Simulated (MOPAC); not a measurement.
MOPAC input (PM7):

```
PM7 PRECISE GNORM=0.05 LET XYZ CHARGE=-1 GEO-OK AUX(PRECISION=9) THREADS=1
C3HO

O     1.46243500 1   -0.27158900 1    0.05994200 1
C     0.24139500 1   -0.07905500 1    0.00928300 1
C    -1.11361300 1   -0.60521000 1   -0.06015200 1
C    -0.85028900 1    0.75894900 1   -0.02411300 1
H    -1.36443800 1    1.72460400 1   -0.02964100 1
```

Output:

```
 *******************************************************************************
 **                                                                           **
 **                              MOPAC v23.2.5                                **
 **                                                                           **
 *******************************************************************************
 ** MOPAC's Digital Object Identifier: https://doi.org/10.5281/zenodo.6511958 **
 **                                                                           **
 ** Please cite the open-source release paper for use of this MOPAC version:  **
 ** J. E. Moussa and J. J. P. Stewart (2026)                                  **
 ** MOPAC: An open-source semiempirical molecular orbital program             **
 ** J. Open Source Softw., 11(119), 8025, https://doi.org/10.21105/joss.08025 **
 *******************************************************************************

                              PM7 CALCULATION RESULTS

 *******************************************************************************
 *  PM7        - The PM7 Hamiltonian to be used
 *  GEO-OK     - OVERRIDE INTERATOMIC DISTANCE AND OTHER SAFETY CHECKS
 *
 *
 *
 *                 CHARGE ON SYSTEM = -1
 *
 *
 *
 *  LET        - OVERRIDE SOME SAFETY CHECKS
 *  PRECISE    - TIGHTER CRITERIA TO BE USED
 *  XYZ        - CARTESIAN COORDINATE SYSTEM TO BE USED
 *  GNORM      - EXIT WHEN GRADIENT NORM DROPS BELOW 0.050
 *  AUX        - OUTPUT AUXILIARY INFORMATION
 *******************************************************************************
PM7 PRECISE GNORM=0.05 LET XYZ CHARGE=-1 GEO-OK AUX(PRECISION=9) THREADS=1
 C3HO

   ATOM   CHEMICAL          X               Y               Z
  NUMBER   SYMBOL      (ANGSTROMS)     (ANGSTROMS)     (ANGSTROMS)

     1       O          1.46243500  *  -0.27158900  *   0.05994200  *
     2       C          0.24139500  *  -0.07905500  *   0.00928300  *
     3       C         -1.11361300  *  -0.60521000  *  -0.06015200  *
     4       C         -0.85028900  *   0.75894900  *  -0.02411300  *
     5       H         -1.36443800  *   1.72460400  *  -0.02964100  *

          CARTESIAN COORDINATES

    NO.       ATOM           X           Y           Z

     1         O          1.4624     -0.2716      0.0599
     2         C          0.2414     -0.0791      0.0093
     3         C         -1.1136     -0.6052     -0.0602
     4         C         -0.8503      0.7589     -0.0241
     5         H         -1.3644      1.7246     -0.0296

 General Reference for PM7:
 "Optimization of Parameters for Semiempirical Methods VI: More Modifications to the
 NDDO Approximations and Re-optimization of Parameters", J. J. P. Stewart, J. Mol. Mod., 1:32, 19 (2013)
 https://link.springer.com/article/10.1007/s00894-012-1667-x

           Empirical Formula: C3 H O  =     5 atoms

      MOLECULAR POINT GROUP   :   Cs

      RHF CALCULATION, NO. OF DOUBLY OCCUPIED LEVELS = 10

          Geometry optimization using EF

          DIAGONAL MATRIX USED AS START HESSIAN

 CYCLE:     1  GRAD.:    92.143 HEAT:  48.36314
 CYCLE:     2  GRAD.:   682.802 HEAT:  90.11756
 CYCLE:     3  GRAD.:   418.358 HEAT:  76.40067
 CYCLE:     4  GRAD.:   324.746 HEAT:  53.28458
 CYCLE:     5  GRAD.:   240.395 HEAT:  66.69300
 CYCLE:     6  GRAD.:   415.574 HEAT:  65.56091
 CYCLE:     7  GRAD.:   235.608 HEAT:  57.60511
 CYCLE:     8  GRAD.:   189.531 HEAT:  55.53322
 CYCLE:     9  GRAD.:    76.608 HEAT:  46.38487
 CYCLE:    10  GRAD.:    50.961 HEAT:  45.62799
 CYCLE:    11  GRAD.:    10.880 HEAT:  45.02549
 CYCLE:    12  GRAD.:     6.142 HEAT:  45.00306
 CYCLE:    13  GRAD.:     6.770 HEAT:  44.99480
 CYCLE:    14  GRAD.:     2.587 HEAT:  44.98856
 CYCLE:    15  GRAD.:     0.294 HEAT:  44.98635
 CYCLE:    16  GRAD.:     0.129 HEAT:  44.98627
 CYCLE:    17  GRAD.:     0.066 HEAT:  44.98625
 CYCLE:    18  GRAD.:     0.014 HEAT:  44.98625

     GRADIENT =  0.01427 IS LESS THAN CUTOFF =  0.05000

 -------------------------------------------------------------------------------
 PM7 PRECISE GNORM=0.05 LET XYZ CHARGE=-1 GEO-OK AUX(PRECISION=9) THREADS=1
 C3HO

     GEOMETRY OPTIMISED USING EIGENVECTOR FOLLOWING (EF).
     SCF FIELD WAS ACHIEVED

                              PM7 CALCULATION
                                                       MOPAC v23.2.5 Linux

          FINAL HEAT OF FORMATION =         44.98625 KCAL/MOL =     188.22248 KJ/MOL

          COSMO AREA              =         87.39 SQUARE ANGSTROMS
          COSMO VOLUME            =         70.33 CUBIC ANGSTROMS

          GRADIENT NORM           =          0.01427          =       0.00638 PER ATOM
          IONIZATION POTENTIAL    =          3.075984 EV
          HOMO LUMO ENERGIES (EV) =         -3.076  6.574
          NO. OF FILLED LEVELS    =         10
          MOLECULAR WEIGHT        =         53.0403         POINT GROUP:  Cs

          MOLECULAR DIMENSIONS (Angstroms)

            Atom       Atom       Distance
            H     5    O     1     3.27182
            C     3    O     1     1.83907
            C     2    C     4     0.00000

          SCF CALCULATIONS        =         19

   ATOM   CHEMICAL          X               Y               Z
  NUMBER   SYMBOL      (ANGSTROMS)     (ANGSTROMS)     (ANGSTROMS)

     1       O          1.44540698  *  -0.22178121  *   0.06007749  *
     2       C          0.23501199  *  -0.13583508  *   0.00798565  *
     3       C         -1.13262735  *  -0.59735370  *  -0.06085399  *
     4       C         -0.85821267  *   0.74973505  *  -0.02462886  *
     5       H         -1.18156774  *   1.72685502  *  -0.02149816  *

                             CARTESIAN COORDINATES

   1    O        1.445406976    -0.221781210     0.060077495
   2    C        0.235011986    -0.135835080     0.007985645
   3    C       -1.132627351    -0.597353705    -0.060853987
   4    C       -0.858212673     0.749735047    -0.024628861
   5    H       -1.181567744     1.726855020    -0.021498160

           Empirical Formula: C3 H O  =     5 atoms

      MOLECULAR POINT GROUP   :   Cs

                  EIGENVALUES
 -24.59311 -23.42335 -13.68745 -11.53868  -9.20974  -8.89856  -7.11322  -5.21318
  -4.62445  -3.07598   6.57391   7.40119   9.31565   9.79148  11.30247  11.72822
  11.78320

              NET ATOMIC CHARGES AND DIPOLE CONTRIBUTIONS

  ATOM NO.   TYPE          CHARGE      No. of ELECS.   s-Pop       p-Pop
    1          O          -0.635703        6.6357     1.87632     4.75938
    2          C           0.283155        3.7168     1.07771     2.63914
    3          C          -0.149424        4.1494     1.57399     2.57543
    4          C          -0.642368        4.6424     1.09142     3.55095
    5          H           0.144340        0.8557     0.85566
 DIPOLE           X         Y         Z       TOTAL
 POINT-CHG.    -1.376    -0.341    -0.067     1.419
 HYBRID         1.575     2.020     0.106     2.563
 SUM            0.199     1.679     0.039     1.691

          ATOMIC ORBITAL ELECTRON POPULATIONS

     Atom    s        px        py        pz
    1  O   1.87632   1.25351   1.90933   1.59655
    2  C   1.07771   0.84093   1.09660   0.70160
    3  C   1.57399   0.99780   1.08431   0.49332
    4  C   1.09142   1.24131   1.09950   1.21014
    5  H   0.85566

 **********************
 *                    *
 * JOB ENDED NORMALLY *
 *                    *
 **********************

 == MOPAC DONE ==
```

The dipole moment of an ion depends on the origin.

The geometry given is a B3LYP-D3(BJ)/def2-TZVP minimum.
